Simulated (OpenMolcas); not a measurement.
# CH3BFN (SMILES BN=CF): entropy by statistical mechanics

A singlet with charge 0, relaxed at HF/6-31G* (Cartesian functions) (OpenMolcas 26.06):

```xyz
7

B    -0.4750    1.0729    0.5745
N     0.0224    0.0682   -0.2336
C     0.4644   -0.9834   -0.6433
F     0.6913   -2.0333    0.1365
H     0.2824    1.8472    1.0649
H    -1.6516    1.1701    0.7163
H     0.7273   -1.2100   -1.6612
```

Harmonic wavenumbers in cm⁻¹: 70, 303, 511, 674, 1024, 1072, 1091, 1092, 1232, 1378, 1554, 2144, 2723, 2800, 3397.

Masses in u: B 10.81, N 14.007, C 12.011, F 18.998, H 1.008. Take T = 298.15 K, p = 1 bar, R = 8.3145 J/(mol K), kT/hc = 207.22 cm⁻¹, rigid rotor and harmonic oscillator.

Q: Work out S° at 298 K.

A: 
1. Translation (Sackur–Tetrode): S = R[3/2 ln M + 5/2 ln T − 1.1517] with M = 58.85 gives 159.7 J/(mol K).
2. Rotation: principal moments 14.290, 103.272, 113.208 u Å² give A, B, C = 1.1796, 0.1632, 0.1489 cm⁻¹; the symmetry number is σ = 1; q = (√π/σ)√((kT/hc)³/ABC) = 31228; S = R(ln q + 3/2) = 98.5.
3. Vibration: with u = ν̃/207.22, each mode gives R[u/(eᵘ − 1) − ln(1 − e⁻ᵘ)]; the sum is 28.8, most from 70 cm⁻¹ (17.4), 303 cm⁻¹ (5.9), 511 cm⁻¹ (2.6).
4. Spin: R ln 1 = 0.0.
5. Sum: 159.7 + 98.5 + 28.8 + 0.0 = 287.0 J/(mol K).

No measured value is set beside it here. Where a soft mode is a torsion, a harmonic oscillator describes it poorly. Unscaled Hartree–Fock wavenumbers run high.
